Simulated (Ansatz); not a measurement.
`F[Si](F)([SiH3])Cl` + `[OH][Cd][F]` → `[F][Cd][O][SiH3]` + `F[SiH](F)Cl` at 500 K and 1 bar (cleavage of the Si–Si bond).

Program: Ansatz. Geometries: PBE0-D4/def2-TZVP. ΔE: electronic, gas phase. CCSD(T)/CBS adds triple-zeta CCSD(T) − MP2 to the extrapolated MP2 energy (def2 sets, frozen cores). def2 core potentials past Kr. For Cd outer-core shells are correlated without core-valence functions, which leaves a few kJ/mol of doubt a bond. Each species was taken in one conformer, which may not be the lowest.

```
             species  CCSD(T)/CBS energy (Eh)  H − E (kJ/mol)  S (J/(mol·K))
`F[Si](F)([SiH3])Cl`              -1239.50998           133.9          425.8
       `[OH][Cd][F]`               -343.29729            64.5          320.6
  `[F][Cd][O][SiH3]`               -633.61664           120.3          406.8
       `F[SiH](F)Cl`               -949.23245            73.8          338.6
```

H − E and S are ideal-gas, rigid-rotor, harmonic terms from PBE0-D4/def2-TZVP, for one conformer and one mirror image of each species. 1 Eh = 2625.50 kJ/mol, R = 8.31446 J/(mol·K).

Question: By hand: ΔE, ΔH, ΔS and ΔG.

Answer: ΔE = (-633.61664) + (-949.23245) − (-1239.50998) − (-343.29729) = -0.04182 Eh = -109.8 kJ/mol. Δ(H − E) = 120.3 + 73.8 − 133.9 − 64.5 = -4.3, so ΔH = -114.1 kJ/mol. ΔS = 406.8 + 338.6 − 425.8 − 320.6 = -1.0 J/(mol·K). ΔG = -114.1 − 500 × (-1.0)/1000 = -113.6 kJ/mol.

Question: By hand: the equilibrium constant, and the temperature at which ΔG would vanish if ΔH and ΔS stayed fixed.

Answer: log₁₀ K = −ΔG/(RT ln 10) = 11.9. ΔG = 0 at ΔH/ΔS = 114100 K, far beyond where these terms or the molecules hold.

The number of gas molecules stays the same, so ΔS is small and ΔH decides. A doubt of 5 kJ/mol in ΔE shifts log₁₀ K by 0.5 here. Other conformers and mirror images would add mixing entropy, several J/(mol·K) or more a flexible species. Modes under 60 cm⁻¹, often nearly free rotors, make the harmonic entropy too high. These are equilibria of isolated gas molecules and say nothing of rates. Largest T1 diagnostic: 0.017 (customary marks: 0.02 for closed shells, 0.045 for open ones).
